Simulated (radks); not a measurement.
Isoelectronic series with 2 electrons, each ion in its NIST ground configuration. Method: non-relativistic Kohn-Sham, PBE, spin-polarised, spherical densities, point nucleus; computed with a radial shooting solver on a logarithmic mesh with Libxc functionals. Total energies (hartree) and mean radii <r> (bohr):

ion    configuration  E (hartree)       1s
He              [He]     -2.89293   0.9459
Li+             [He]     -7.25675   0.5790
Be2+            [He]    -13.61957   0.4175
B3+             [He]    -21.98199   0.3266
C4+             [He]    -32.34419   0.2681
N5+             [He]    -44.70629   0.2275
O6+             [He]    -59.06832   0.1975
F7+             [He]    -75.43030   0.1745
Ne8+            [He]    -93.79226   0.1563
Mg10+           [He]   -136.51612   0.1294
Al11+           [He]   -160.87803   0.1191
Si12+           [He]   -187.23994   0.1103
P13+            [He]   -215.60183   0.1028
S14+            [He]   -245.96373  0.09618
Cl15+           [He]   -278.32562  0.09039
Ar16+           [He]   -312.68751  0.08525
K17+            [He]   -349.04939  0.08066
Ca18+           [He]   -387.41128  0.07655
Sc19+           [He]   -427.77316  0.07283
Ti20+           [He]   -470.13504  0.06946
